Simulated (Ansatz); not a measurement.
Abridged output of a molecular run in Ansatz:

```
Functional definition: HF
1569 factors; integrals over basis functions are off by at most 9.5e-4 eV
mean field evaluation 1: about -18288.9909 eV, gradient 3.3e1 eV
mean field evaluation 2: about -18289.2549 eV, gradient 3.3e1 eV
mean field evaluation 4: about -18291.9899 eV, gradient 3.9e0 eV
mean field evaluation 8: about -18292.0493 eV, gradient 2.5e-1 eV
mean field -18292.04964350 eV, -672.2204256019 hartree, gradient 4.0e-6 eV, S^2 0.000000; 0 other end points of the search recorded, 0 dependent functions left out
11 core orbitals not correlated: weight in the atoms' cores, before any rotation towards them, 1.000 or more for the frozen orbitals, at most 0.000 for the correlated occupied ones
reference -18292.04964350 eV, -672.2204256019 hartree; 18, 18 occupied and 209, 209 virtual orbitals, 1569 factors
second order -27.45208408 eV of doubles, -0.00000000 eV of singles
cycle   1  -27.01149610 eV  change    4.4e-1 eV  update   1.1e-1
cycle   2  -27.69612910 eV  change   -6.8e-1 eV  update   3.0e-2
cycle   3  -27.79390100 eV  change   -9.8e-2 eV  update   1.5e-2
cycle   4  -27.77502275 eV  change    1.9e-2 eV  update   3.7e-3
cycle   5  -27.77347253 eV  change    1.6e-3 eV  update   1.8e-3
cycle   6  -27.77463485 eV  change   -1.2e-3 eV  update   5.3e-4
cycle   7  -27.77428449 eV  change    3.5e-4 eV  update   2.2e-4
cycle   8  -27.77411553 eV  change    1.7e-4 eV  update   6.7e-5
cycle   9  -27.77415653 eV  change   -4.1e-5 eV  update   2.7e-5
cycle  10  -27.77417517 eV  change   -1.9e-5 eV  update   1.0e-5
perturbative correction -0.87971044 eV, -0.0323287623 hartree
Total energy: -18320.70352911 eV, -673.2734364758 hartree
```

Its atoms:

Z-matrix (Å, degrees):
```
C
Si 1 1.894
O 1 1.414 2 114.1
H 1 1.102 2 108.4 3 125.3
H 1 1.093 2 109.3 3 -119.2
Te 2 2.490 1 114.0 3 61.1
H 2 1.490 1 108.5 3 -54.3
H 2 1.488 1 109.4 3 -173.6
H 3 0.960 1 108.8 2 55.6
H 6 1.658 2 91.5 1 68.0
```

Task: Which basis set was used?
A. def2-TZVPP
B. def2-SVPD
C. def2-TZVPPD
D. def2-SVP

Result: A. It gives 238 functions.

Task: Write the keys of the input that set method, charge and spin (a neutral closed shell needs none for the last two).

Result: 
```yaml
correlation: {method: ccsd_t}
```
